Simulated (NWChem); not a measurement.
System: CH$_{4}$ClFSi; SMILES Cl[SiH](F)C

```xyz
8

Si    -0.0931     0.4038    -0.3781
C      1.3493     1.3661     0.2678
F     -1.4504     0.9397     0.3284
Cl     0.1114    -1.5862     0.1130
H     -0.2878     0.5021    -1.8447
H      1.2372     2.4349     0.0273
H      2.2883     1.0050    -0.1785
H      1.4223     1.2607     1.3608
```
Atoms are numbered in this order, from 1.

Computed with NWChem. Pople sets run with spherical d functions. Geometry: optimised at PBE0/def2-SVP. GIAO values for the isolated, static molecule; σ is the absolute isotropic shielding, δ = σ(reference) − σ with the isolated reference molecule computed at the same levels (13C: tetramethylsilane, 19F: trichlorofluoromethane, 1H: tetramethylsilane, 29Si: tetramethylsilane).

**Question.** Predict the results for Hartree-Fock/6-31G*. Quantities: δ Si1 (ppm); δ C2 (ppm); δ F3 (ppm); σ Cl4 (ppm); δ H5 (ppm); δ H6 (rotor mean) (ppm).

**Answer.** 
```
Quantity                 Result
-----------------------  ------
δ Si1 (ppm)                14.3
δ C2 (ppm)                  2.2
δ F3 (ppm)                -99.6
σ Cl4 (ppm)               970.2
δ H5 (ppm)                 5.31
δ H6 (rotor mean) (ppm)    0.44
```
